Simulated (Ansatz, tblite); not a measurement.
Forces on Cu3S⁺ at its PBE0-D4/def2-SVP geometry. The state is a singlet with charge 1.

The xTB rows come from tblite. Correlated methods freeze 32 core orbitals. The structure comes from a short search, and lower isomers may exist.

GFN1-xTB (tblite), largest force 0.61 eV/Å:

```xyz
4
positions Å, forces eV/Å
Cu   -0.626    0.378    1.430    0.262   -0.159   -0.526
Cu   -0.042   -1.565   -0.361    0.038    0.587    0.161
Cu    1.387    0.734   -0.343   -0.510   -0.295    0.154
S    -0.719    0.453   -0.726    0.210   -0.132    0.212
```

GFN2-xTB (tblite), largest force 0.29 eV/Å:

```
Cu 0.209 -0.129 -0.138
Cu 0.110 0.200 0.165
Cu -0.132 -0.189 0.162
S -0.187 0.117 -0.189
```

PBE-QIDH/def2-TZVP (Ansatz), largest force 0.61 eV/Å:

```
Cu -0.164 0.102 -0.089
Cu -0.142 0.031 -0.155
Cu -0.089 0.115 -0.154
S 0.395 -0.249 0.398
```
